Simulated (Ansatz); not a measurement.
Potential energy curve for NaC (anion, charge -1), lowest triplet found (which spin is the ground state isn't settled by this scan).

Levels of theory: ROCCSDT(Q) = CCSDT(Q)/B on ROHF/aug-cc-pVDZ, frozen core (Ansatz, a program for electronic structure); ROCCSD(T) = CCSD(T) on ROHF/aug-cc-pVDZ, frozen core run with Ansatz; FCI = full CI/aug-cc-pVDZ, frozen core run with Ansatz; ROMP2 = Ansatz with MP2 on ROHF/aug-cc-pVDZ, frozen core.

Energies are in kcal/mol, each relative to the lowest point of its own curve between 2.01 and 2.90 Å, where full CI is lowest.

```json
[
 {"R / Å": "1.74", "ROCCSDT(Q)": "—", "ROCCSD(T)": "69.7", "FCI": "44.6", "ROMP2": "55.1"},
 {"R / Å": "1.89", "ROCCSDT(Q)": "21.7", "ROCCSD(T)": "21.3", "FCI": "21.6", "ROMP2": "20.4"},
 {"R / Å": "2.01", "ROCCSDT(Q)": "11.0", "ROCCSD(T)": "10.7", "FCI": "10.9", "ROMP2": "9.7"},
 {"R / Å": "2.09", "ROCCSDT(Q)": "6.4", "ROCCSD(T)": "6.2", "FCI": "6.4", "ROMP2": "5.3"},
 {"R / Å": "2.22", "ROCCSDT(Q)": "2.1", "ROCCSD(T)": "1.9", "FCI": "2.1", "ROMP2": "1.3"},
 {"R / Å": "2.30", "ROCCSDT(Q)": "0.7", "ROCCSD(T)": "0.6", "FCI": "0.7", "ROMP2": "0.3"},
 {"R / Å": "2.39", "ROCCSDT(Q)": "0.1", "ROCCSD(T)": "0.0", "FCI": "0.1", "ROMP2": "0.0"},
 {"R / Å": "2.44", "ROCCSDT(Q)": "0.0", "ROCCSD(T)": "0.0", "FCI": "0.0", "ROMP2": "0.1"},
 {"R / Å": "2.51", "ROCCSDT(Q)": "0.2", "ROCCSD(T)": "0.2", "FCI": "0.2", "ROMP2": "0.5"},
 {"R / Å": "2.63", "ROCCSDT(Q)": "1.0", "ROCCSD(T)": "1.1", "FCI": "1.0", "ROMP2": "1.7"},
 {"R / Å": "2.74", "ROCCSDT(Q)": "2.1", "ROCCSD(T)": "2.3", "FCI": "2.1", "ROMP2": "3.1"},
 {"R / Å": "2.90", "ROCCSDT(Q)": "4.1", "ROCCSD(T)": "4.4", "FCI": "4.2", "ROMP2": "5.3"},
 {"R / Å": "3.06", "ROCCSDT(Q)": "6.3", "ROCCSD(T)": "6.6", "FCI": "6.4", "ROMP2": "7.4"},
 {"R / Å": "3.26", "ROCCSDT(Q)": "9.1", "ROCCSD(T)": "9.4", "FCI": "9.2", "ROMP2": "10.0"},
 {"R / Å": "3.55", "ROCCSDT(Q)": "12.7", "ROCCSD(T)": "13.0", "FCI": "12.9", "ROMP2": "13.1"},
 {"R / Å": "3.86", "ROCCSDT(Q)": "16.1", "ROCCSD(T)": "16.3", "FCI": "16.4", "ROMP2": "15.7"},
 {"R / Å": "4.27", "ROCCSDT(Q)": "—", "ROCCSD(T)": "19.6", "FCI": "20.1", "ROMP2": "18.2"},
 {"R / Å": "4.75", "ROCCSDT(Q)": "—", "ROCCSD(T)": "22.0", "FCI": "23.4", "ROMP2": "20.1"}
]
```

Dashes: no converged value, or the column stops at the first point that the program doubted or that broke a chosen test of continuity, which isn't proof of a fault.

The T1 diagnostic of CCSD on the restricted reference of ROCCSDT(Q), ROCCSD(T), ROMP2 exceeds 0.045 at 1.74 to 4.75, 7.00 to 8.25 Å. Where the anion isn't bound against loss of the electron, the finite basis alone holds it. Also computed but left out beside FCI, since their determinant holds another spin at the minimum (<S²> over 0.7 above the pure value): UHF, UMP2, UCCSD, UCCSD(T), UCCSDT, UCCSDT(Q), UKS-B3LYP, UKS-PBE, UKS-B3LYP/6-31G*, UHF/6-31G*, UKS-M06-2X/6-31G*, UKS-BP86/6-31G*.
